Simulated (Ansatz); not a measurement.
Basis-set series for `Cl[SiH]1[SiH2]S1`. Charge 0, multiplicity 1. The structure was optimised at the PBE0-D4/def2-TZVP level.

```
functional       basis  functions  energy (Eh)  HOMO (eV)  LUMO (eV)
   PBE0-D4    def2-SVP         87  -1438.27605      -7.40      -0.55
   PBE0-D4  def2-TZVPP        210  -1438.78249      -7.39      -0.79
   ωB97M-V    def2-SVP         87  -1438.71415      -9.30       1.40
   ωB97M-V  def2-TZVPP        210  -1439.21766      -9.33       1.02
```

**Question.** Give the rows for def2-QZVPP. (Best estimate.)

**Answer.** Computed: 
| functional | basis | functions | energy (Eh) | HOMO (eV) | LUMO (eV) |
| --- | --- | --- | --- | --- | --- |
| PBE0-D4 | def2-QZVPP | 370 | -1438.82723 | -7.41 | -0.89 |
| ωB97M-V | def2-QZVPP | 370 | -1439.25988 | -9.36 | 0.78 |

Positive LUMOs are unbound and depend on the basis.
